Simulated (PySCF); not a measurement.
How methods differ on the excitation energy of Ca

Ca [Ar] 4s2 (1S) → Ca [Ar] 3d2 (3F), as a difference of total energies. Computed with PySCF 2.14 in x2c-TZVPPall with one added diffuse shell each of s, p, d type (7s6p4d, 45 functions), with scalar relativity by spin-free X2C-1e. Correlated levels: valence: [Ar] frozen. The calculations carry no spin-orbit coupling.

```tsv
method	excitation energy (eV)
UHF	5.671
MP2 (valence)	6.028
SCS-MP2 (valence)	6.227
CCSD (valence)	6.102
```

Task: How much does correlation contribute at MP2 (valence)?

Result: 6.028 − (5.671) = 0.357 eV, measured against UHF.

With two correlated electrons CCSD is exact in that space.

The coupled-cluster amplitudes are large for the upper state (T1 above 0.03 or a double amplitude above 0.15), so a single reference is strained.
